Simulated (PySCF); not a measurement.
Z-matrix (Å, degrees):
```
Zr
N 1 2.0250
H 2 1.0257 1 125.33
H 2 1.0258 3 108.32 1 176.00
N 1 2.0252 2 104.54 3 -39.14
H 5 1.0256 1 125.36 2 -35.50
H 5 1.0258 6 108.33 1 176.18
Cl 1 2.3834 2 106.11 3 -159.04
Cl 1 2.3849 2 113.56 3 76.19
```
Charge 0, spin multiplicity 1.

### Question
Estimate the total energy, HOMO–LUMO gap, charge on the central atom (Mulliken), LUMO and dipole moment that PySCF 2.14.0 with TPSSh-D3(BJ)/def2-TZVP // TPSS-D3(BJ)/def2-SVP returns for this input.

### Answer

| Property | Result |
|---|---|
| total energy | -29380.88 eV |
| HOMO–LUMO gap | 4.79 eV |
| charge on the central atom (Mulliken) | 1.54 e |
| LUMO | -2.23 eV |
| dipole moment | 3.53 D |
